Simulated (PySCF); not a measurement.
## Assignment exercise: C₅H₄F₄O

Mapped SMILES: `[O:1]=[C:2]([F:3])[C:4]1([C:5]([F:6])([F:7])[F:8])[CH2:9][CH2:10]1`. Each H is labelled by its parent atom.

Isolated molecule, equivalent nuclei averaged, one conformer, relativity neglected. σ from GIAO-PBE0/pcSseg-1; GFN2-xTB structure; PySCF 2.14.0 with density-fitted response routines.

Chemical shifts δ = σref − σ; ¹³C (186.93 ppm), ¹H (31.72 ppm) vs TMS, all at this level.

Task: Assign these signals to the numbered atoms. ¹³C{¹H} NMR (computed): δ 170.8, 133.2, 28.0, 20.3.

Result: 
| δ (ppm) | atoms | environment | reason |
| --- | --- | --- | --- |
| 170.8 | C2 | carbonyl carbon | – |
| 133.2 | C5 | CF3 carbon | 3 electronegative neighbours deshield it |
| 28.0 | C4 | three-membered-ring carbon | carbons of three-membered rings are unusually shielded |
| 20.3 | C9/C10 | three-membered-ring carbon | – |

Task: Assign these signals to the numbered atoms. ¹H NMR (300 MHz, computed): δ 1.66 (m, 2H), 1.57 (m, 2H).

Result: 
1.66 → Hb(C9)/Hb(C10), hydrogen on a three-membered-ring carbon
1.57 → Ha(C9)/Ha(C10), hydrogen on a three-membered-ring carbon: cyclopropane-type protons are shielded by the ring

Hb(C9)/Hb(C10) and Ha(C9)/Ha(C10) lie closer than the usual error of such a calculation, so a measured spectrum could show them in the other order.

Splittings by ¹⁹F in the carbon and heteronuclear signals aren't shown, as no couplings were computed. Shifts are as computed. Against solution values, carbons near 30 ppm lie about +3 ppm off and those near 130 ppm about +5 ppm. Of 1211 compounds with measured shifts, 218 miss one by over three times the rms of a fit or turn the order of signals round; such compounds aren't used in these exercises. No couplings were computed; multiplicities are counted from neighbouring protons, with m where these are inequivalent, close in shift, in a saturated or five-membered ring or joined by F or P, and br s for small geminal =CH2 splittings.
